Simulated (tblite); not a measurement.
HS, doublet, at a GFN2-xTB geometry; IPEA1-xTB (tblite).

Here is a job for tblite.
```
$ tblite run mol.xyz --method ipea1 --charge 0 --spin 1 --json tblite.json --no-restart

# file mol.xyz
2

S     -0.00000000    -0.00000000    -0.07826331
H      0.00000000     0.00000000     1.25221295
```

Problem. Predict the main parts of the log of this tblite run.

Solution. 
```
xTB calculator
 | screened Coulomb repulsion
 | Coulomb electrostatics
 |  * isotropic Klopman-Ohno-Mataga-Nishimoto electrostatics
 |  * onsite third-order electrostatics
 | DFT-D3(BJ) dispersion correction

halogen bonding energy    0.0000000000000E+00 Eh
repulsion energy          1.4937146209500E-02 Eh
dispersion energy        -1.3344464513696E-04 Eh
number of electrons       7.0000000000000E+00 e
integral cutoff           4.0000000000000E+01 bohr

------------------------------------------------------------
  cycle        total energy    energy error   density error
------------------------------------------------------------
      1     -4.220071193236  -4.2348749E+00   1.8733987E-01
      2     -4.225132670351  -5.0614771E-03   6.8276190E-02
      3     -4.225532845982  -4.0017563E-04   1.2223486E-02
      4     -4.225541489320  -8.6433373E-06   1.3163222E-03
      5     -4.225541965761  -4.7644156E-07   1.9878574E-05
------------------------------------------------------------

electronic energy        -4.2403456673257E+00 Eh
total energy             -4.2255419657613E+00 Eh

Post processing:
 | Mayer-Wiberg bond orders

[Info] JSON dump of results written to 'tblite.json'
```
